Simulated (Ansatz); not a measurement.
Geometry optimisation, RKS PBE0/def2-SVP in Ansatz 0.2.0.

input.yaml

```yaml
crystal:
  periodic: [false, false, false]
  atoms:
    - { symbol: Sn, position_ang: [-0.5063, -0.5638, -0.3114] }
    - { symbol: Br, position_ang: [2.3312, 0.4734, -0.404] }
    - { symbol: H, position_ang: [-0.4987, -1.88, -1.4733] }
    - { symbol: H, position_ang: [-0.7208, -1.1658, 1.2678] }
    - { symbol: H, position_ang: [-1.477, 0.7177, -0.8741] }
    - { symbol: H, position_ang: [0.9009, 1.2462, 0.7591] }
    - { symbol: H, position_ang: [-0.0294, 1.1723, 1.0359] }
basis:
  gaussian: { orbitals: def2-SVP }
hamiltonian:
  xc: pbe0
relax:
  f_tol: 0.15
  max_steps: 25
  restrain:
    - { distance: [0, 6], at: 1.7, k: 30.0 }
    - { distance: [5, 1], at: 1.51, k: 30.0 }
    - { distance: [0, 1], at: 3.89, k: 30.0 }
    - { distance: [5, 6], at: 1.92, k: 30.0 }
```

Run as:

```bash
$ ansatz run input.yaml --threads 2 --pin off --max-ram 3072MiB --backend cpu --events-out ev --progress --plain --runs-dir out
```

Where does it end, and by what steps?

The run converged. The restraints hold the end off the free minimum. After 8 steps the energy has fallen by 1.070 eV (the restraints' own energy left out); H3 moved furthest, 1.00 Å. Joined: Sn1–H7 (2.25 → 1.71 Å), Br2–H6 (2.00 → 1.47 Å).

| step | energy less start (eV) | largest force component (eV/Å) | accepted |
| --- | --- | --- | --- |
| 0 | 0.0000 | 3.047 | yes |
| 1 | 1.2014 | 2.062 | yes |
| 2 | 1.4501 | 1.562 | yes |
| 3 | 1.0131 | 1.705 | yes |
| 4 | 0.1111 | 1.209 | yes |
| 5 | -0.4285 | 1.000 | yes |
| 6 | -0.8490 | 0.778 | yes |
| 7 | -1.0368 | 0.788 | yes |
| 8 | -1.0696 | 0.786 | yes |

```xyz
7
Properties=species:S:1:pos:R:3
Sn -0.906 -0.379 -0.008
Br 2.827 0.654 -0.440
H 0.123 -1.203 -1.091
H -1.505 -1.468 1.171
H -2.214 0.321 -0.863
H 1.764 1.201 0.420
H -0.089 0.875 0.811
```

Time of the run: 16 s on 2 threads of AMD EPYC 7R13 Processor (Zen 3) (shared host), peak memory 0.2 GiB.
